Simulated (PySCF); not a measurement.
³³S chemical shifts

Single conformer, gas phase, one averaged value for each set of equivalent atoms, non-relativistic Hamiltonian. σ from GIAO-PBE0/pcSseg-1; GFN2-xTB structure; PySCF 2.14.0 with density-fitted response routines.

Shieldings were converted by a linear fit to measured shifts: ³³S (scatter 33.3 ppm rms vs sulfate, solution or neat liquid). Occasional misses reach two or three times the rms, and more in compound classes unlike the fitted ones.

Question: Give the ³³S shifts of `C[C@@H]1C=CC=C1S(=O)(=O)O`, `COc1ccc(S(=O)(=O)Cl)s1`, `CS[Si@@H]1NCC[Si@H]1C#N`, `[SiH3][C@@H]1CC[P@H]1=S`.

Answer: 
```csv
compound,environment,δ (ppm)
C[C@@H]1C=CC=C1S(=O)(=O)O,sulfonyl sulfur,-31
[CH3:1][O:2][c:3]1[cH:4][cH:5][c:6]([S:7](=[O:8])(=[O:9])[Cl:10])[s:11]1,S7: sulfonyl sulfur,-23
[CH3:1][O:2][c:3]1[cH:4][cH:5][c:6]([S:7](=[O:8])(=[O:9])[Cl:10])[s:11]1,S11: aromatic ring sulfur,-122
CS[Si@@H]1NCC[Si@H]1C#N,"sulfur bonded to C, Si",-496
[SiH3][C@@H]1CC[P@H]1=S,sulfur bonded to P,-468
```
